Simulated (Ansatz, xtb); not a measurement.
Relative energy of two isomers of C5H6ClNS

Structure a: `CSc1[nH]ccc1Cl`, a singlet. Structure b: `CCc1nc(Cl)cs1`, a singlet. Both are isolated molecules in the gas phase, relaxed with r2SCAN-D4/def2-SVP; the shapes shown needn't be the lowest conformers.

a (Å):

```xyz
14

C    -0.1298    1.7238    1.8562
C    -0.3698    1.3893   -0.8689
C    -1.4008    0.1141   -2.4216
C    -2.1157    1.3005   -2.3439
C    -1.4591    2.0988   -1.3743
Cl   -1.9194    3.6773   -0.8636
N    -0.3679    0.1776   -1.5311
S     0.8380    1.8231    0.3097
H    -0.9762    2.4237    1.8133
H     0.5501    2.0251    2.6666
H    -0.4865    0.7001    2.0383
H     0.3268   -0.5410   -1.3647
H    -1.5539   -0.7612   -3.0503
H    -2.9999    1.5701   -2.9176
```

b (Å):

```xyz
14

C    -0.4427    1.4368   -2.2156
C    -1.0268    1.4386   -0.8051
C    -0.0753    0.8840    0.2098
C     1.4224   -0.4327    1.1253
C     1.2320    0.3790    2.2192
Cl    2.5254   -1.7620    1.1093
N     0.6977   -0.1507    0.0131
S     0.0642    1.5790    1.8118
H     0.4462    2.0834   -2.2752
H    -1.1852    1.7995   -2.9419
H    -0.1371    0.4204   -2.5015
H    -1.3302    2.4538   -0.5004
H    -1.9471    0.8251   -0.7822
H     1.7126    0.3282    3.1943
```

Problem. Estimate E(b) − E(a) at the level CCSD(T)/def2-SVP + ΔMP2/def2-TZVPP.

Solution. Calculated at CCSD(T)/def2-SVP + ΔMP2/def2-TZVPP: E(b) − E(a) = −7.8 kcal/mol, so structure b lies lower.

Level by level:

```
                             level            geometry  E(b) − E(a) (kcal/mol)  departure from the last row (kcal/mol)  job, with rough time for the two
                r2SCAN-D4/def2-SVP  r2SCAN-D4/def2-SVP                      −5.7                                    +2.0                optimisation, 44 s
                       HF/def2-SVP  r2SCAN-D4/def2-SVP                      −3.8                                    +4.0           part of the CCSD(T) run
                      MP2/def2-SVP  r2SCAN-D4/def2-SVP                      −6.4                                    +1.4           part of the CCSD(T) run
                  CCSD(T)/def2-SVP  r2SCAN-D4/def2-SVP                      −7.7                                    +0.1                      single point
CCSD(T)/def2-SVP + ΔMP2/def2-TZVPP  r2SCAN-D4/def2-SVP                      −7.8                                                        single point, 28 s
```

As drawn, b has 2 C–C, 2 C∷S, 1 C–H in place of 2 C–S, 2 C∷C, 1 N–H (∷ is an aromatic bond).

None of the levels shown reverses the order. The largest departure from CCSD(T)/def2-SVP + ΔMP2/def2-TZVPP is that of HF/def2-SVP, 4.0 kcal/mol. A small imaginary or near-zero mode remains, so no thermal terms are given. Levels run at GFN2-xTB geometries aren't shown. The last row adds to CCSD(T) the change of the MP2 difference between the two basis sets, here −0.1 kcal/mol.

The correlated steps freeze 16 core orbitals. Run with Ansatz 0.2.0, xtb 6.7.1; the last row on 4 threads of AMD EPYC 9R45 96-Core Processor (Zen 5) on a shared host.
